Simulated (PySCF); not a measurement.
# Calculated NMR parameters of O[SiH2]/C(=C\C(F)F)CCF

| Property | Result |
| --- | --- |
| Formula | C5H9F3OSi |
| SMILES | O[SiH2]/C(=C\C(F)F)CCF |
| InChI | InChI=1S/C5H9F3OSi/c6-2-1-4(10-9)3-5(7)8/h3,5,9H,1-2,10H2/b4-3- |
| Point group of the computed structure | C1 |
| Degrees of unsaturation | 1 |
| Carbon signals | 5 |
| Proton signals | 6 |

Mapped SMILES: `[OH:1][SiH2:2]/[C:3](=[CH:4]\[CH:5]([F:6])[F:7])[CH2:8][CH2:9][F:10]`. Each H is labelled by its parent atom.

- σ from GIAO-PBE0/pcSseg-1
- geometry: GFN2-xTB
- run in PySCF 2.14
- fast rotation and ring inversion assumed for equivalent nuclei, one conformer, relativity neglected, no solvent model

Chemical shifts δ = σref − σ; 1H (σref 31.72) and 13C (σref 186.93) and 29Si (σref 349.16) vs TMS; CFCl3 for 19F (σref 170.95); 17O (σref 336.08) vs H2O, all at this level.

| carbon | δC, type | δH (multiplicity) | HMBC from (2–3 bonds) | span of the C tensor (ppm) |
| --- | --- | --- | --- | --- |
| C3 | 160.4, C | – | H(C5), H(C4), H(Si2), H(C9), H(C8) | 254 |
| C4 | 145.6, CH | 6.54 (m) | H(C5), H(Si2), H(C8) | 173 |
| C5 | 119.9, CH | 7.06 (m) | H(C4) | 44 |
| C8 | 45.8, CH2 | 2.55 (m) | H(C4), H(Si2), H(C9) | 26 |
| C9 | 87.3, CH2 | 4.70 (m) | H(C8) | 87 |

Other nuclei:
| atoms | nucleus | environment | δ (ppm) | σ (ppm) |
| --- | --- | --- | --- | --- |
| H(Si2) | 1H | hydrogen on a silicon bonded to C, O | 5.17 | 26.55 |
| H(O1) | 1H | hydrogen on an oxygen bonded to Si | 1.74 | 29.98 |
| F6/F7 | 19F | fluorine of a CF2 group | -133.9 | 304.8 |
| F10 | 19F | fluorine on an sp3 carbon | -239.6 | 410.5 |
| Si2 | 29Si | silicon bonded to C, O, 2 H | -28.0 | 377.2 |
| O1 | 17O | oxygen bonded to Si, H | 25.3 | 310.8 |

Carbon types of the structure: 1 × C, 2 × CH, 2 × CH2, leaving 3 H on heteroatoms. δC 160.4: fully substituted alkene carbon; an sp2 carbon of a C=C bond. δC 145.6: alkene CH; as expected for a trigonal carbon in a double bond. δC 119.9: allylic sp3 CH bonded to 2 F; 2 electronegative neighbours deshield it. δC 87.3: sp3 CH2 bonded to F; deshielded by the electronegative neighbour. δH 7.06: hydrogen on an allylic sp3 CH bonded to 2 F; its carbon carries F, hence the downfield position.

OH/NH shifts are gas-phase values; hydrogen bonding in solution moves them, usually downfield. Splittings by 19F in the carbon and heteronuclear signals aren't shown, as no couplings were computed. Shifts are as computed. Against solution values, carbons near 30 ppm lie about +3 ppm off and those near 130 ppm about +5 ppm. Of 1211 compounds with measured shifts, 218 miss one by over three times the rms of a fit or turn the order of signals round; such compounds aren't used in these exercises. Unscaled 19F shifts against computed CFCl3 carry errors that often reach 10 to 50 ppm. Experimental scales use liquid or dissolved standards, which lie at an offset from isolated H2O (liquid H2O: subtract about 36 ppm). No couplings were computed; multiplicities are counted from neighbouring protons, with m where these are inequivalent, close in shift, in a saturated or five-membered ring or joined by F or P, and br s for small geminal =CH2 splittings.
